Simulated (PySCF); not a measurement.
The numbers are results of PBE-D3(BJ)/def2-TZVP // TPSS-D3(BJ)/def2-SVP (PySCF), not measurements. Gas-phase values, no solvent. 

Reference species: [Mo(Cl)3(F)3] (neutral, multiplicity 1).

```
Item                                                            Value
------------------------------------------------------------  -------
coordination number                                                 6
charge on the central atom (Mulliken)                          1.27 e
mean distance from the central atom to its bonded neighbours  2.076 Å
```

Changed species: [Mo(Cl)2(F)4] (4 of 6 Cl replaced by F; the reference has 3 of 6 Cl replaced by F).

Q: What does the change do to the coordination number, charge on the central atom (Mulliken) and mean distance from the central atom to its bonded neighbours?

A: the coordination number is nearly the same; the charge on the central atom (Mulliken) goes up by 0.18 e, to 1.45 e; the mean distance from the central atom to its bonded neighbours decreases by 0.080 Å, to 1.996 Å.
